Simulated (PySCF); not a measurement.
Circular dichroism and optical rotation of `F[SiH2][C@@H]1C[C@@H](O[SiH3])O1`, C₃H₉FO₂Si₂

Theory: PySCF 2.14.0, TDDFT BHandHLYP/def2-SVPD circular dichroism and optical rotation, one conformer, gas phase. Geometry: GFN2-xTB.

Input:
```
{"job": {"kind": "ecd", "xc": "BHandHLYP", "basis": "def2-SVPD", "nstates": 12}, "charge": 0, "multiplicity": 1}
F     -3.655078    -0.547349    -0.423239
Si    -2.671393    -0.076553     0.767158
C     -0.953858     0.145993    -0.015986
C     -0.125345    -1.110741    -0.316981
C      0.768995    -0.626227     0.831480
O      2.066807    -0.359563     0.508807
Si     2.583998     1.125832     0.055807
O     -0.015092     0.540905     1.021129
H     -2.675216    -1.174907     1.721013
H     -3.194407     1.184128     1.262630
H     -0.938191     0.882288    -0.827041
H     -0.618343    -2.066596    -0.160387
H      0.387293    -1.104559    -1.275658
H      0.762137    -1.261858     1.730389
H      1.878399     1.598920    -1.140218
H      3.963354     0.759853    -0.228344
H      2.428942     2.102463     1.128993
```
Coordinates are in Å.

Command: `OMP_NUM_THREADS=1 python excited_run.py task.json out`

Problem. Show the output.

Solution. H and L stand for HOMO and LUMO.
```
coarse grid: 15344 points
cycle   1  E = -948.1846198845  dE =  1.117e+00  |g| = 8.936e-01  |ddm| = 5.723e+00
cycle   2  E = -948.1532373088  dE =  3.138e-02  |g| = 1.028e+00  |ddm| = 2.706e+00
cycle   3  E = -948.3376006127  dE = -1.844e-01  |g| = 6.230e-02  |ddm| = 1.366e+00
cycle   4  E = -948.3383371516  dE = -7.365e-04  |g| = 2.776e-02  |ddm| = 1.541e-01
cycle   5  E = -948.3385180384  dE = -1.809e-04  |g| = 5.954e-03  |ddm| = 5.532e-02
cycle   6  E = -948.3385262020  dE = -8.164e-06  |g| = 1.318e-03  |ddm| = 1.266e-02
final grid: 139848 points
cycle   7  E = -948.4312217204  dE = -1.730e-05  |g| = 3.174e-03  |ddm| = 7.536e-02
cycle   8  E = -948.4312212237  dE =  4.968e-07  |g| = 3.699e-03  |ddm| = 1.056e-02
cycle   9  E = -948.4312237751  dE = -2.551e-06  |g| = 2.860e-04  |ddm| = 4.467e-03
cycle  10  E = -948.4312237902  dE = -1.507e-08  |g| = 1.449e-04  |ddm| = 6.645e-04
cycle  11  E = -948.4312237950  dE = -4.841e-09  |g| = 3.069e-05  |ddm| = 2.664e-04
cycle  12  E = -948.4312237953  dE = -2.128e-10  |g| = 1.043e-05  |ddm| = 6.272e-05
converged SCF energy = -948.4312237953

Singlet excitations and rotatory strengths (1e-40 esu^2 cm^2)
state   eV       nm     f(len)   f(vel)    R(len)    R(vel)   main configurations
  1   6.9339   178.8  0.00065  0.00096     2.560     3.138   H->L 0.78, H-1->L 0.11
  2   7.6733   161.6  0.01435  0.01516    23.303    23.468   H-1->L 0.46, H->L+1 0.13, H-1->L+1 0.12
  3   7.9489   156.0  0.01014  0.00945     2.445     2.932   H->L+1 0.44, H-1->L+1 0.21
  4   8.0039   154.9  0.01442  0.01563   -67.670   -70.721   H-1->L 0.23, H->L+1 0.23, H-1->L+2 0.20
  5   8.4008   147.6  0.02056  0.02098    -8.918   -10.123   H-1->L+2 0.29, H-1->L+1 0.17, H->L+4 0.15
  6   8.4047   147.5  0.02247  0.02387   -37.119   -38.897   H->L+2 0.40, H-1->L+1 0.36
  7   8.5805   144.5  0.00184  0.00207    18.442    19.363   H->L+3 0.30, H->L+4 0.15, H-2->L 0.12
  8   8.6084   144.0  0.02020  0.02109     9.556     9.489   H-2->L 0.28, H-3->L 0.17, H->L+3 0.17
  9   8.7344   141.9  0.00647  0.00663    11.307    11.401   H-2->L+2 0.17, H->L+6 0.16, H->L+5 0.09
 10   8.8092   140.7  0.10181  0.10857  -126.032  -129.791   H-5->L 0.20, H-1->L+4 0.12, H-2->L+2 0.08
 11   8.8423   140.2  0.00551  0.00585    -8.584    -8.069   H-1->L+4 0.22, H-1->L+5 0.19, H-5->L 0.10
 12   8.8816   139.6  0.01093  0.01249    25.511    26.940   H-1->L+3 0.33, H->L+3 0.13, H->L+4 0.11

Specific rotation (deg / (dm g/mL))
    nm     length   length(OI)   velocity    alpha(len)  alpha(vel)
  633.0     -33.97     -34.08     -40.71       88.254     88.602
  589.3     -40.47     -40.61     -48.32       88.540     88.892
  546.0     -49.04     -49.20     -58.30       88.898     89.255
  436.0     -89.92     -90.22    -105.17       90.375     90.755
  405.0    -111.51    -111.88    -129.59       91.045     91.436
  365.0    -153.76    -154.27    -176.89       92.206     92.616
  355.0    -168.21    -168.77    -192.95       92.568     92.984
```

The molecule is flexible and this is one conformer; a measurement averages over conformers. Singlets 5 and 6 lie within 0.01 eV of each other, so their separate moments and overlaps can depend on how they mix.

It took 120 s wall time on 1 thread of an Arm Neoverse V1, shared host, peak memory 1.1 GiB.
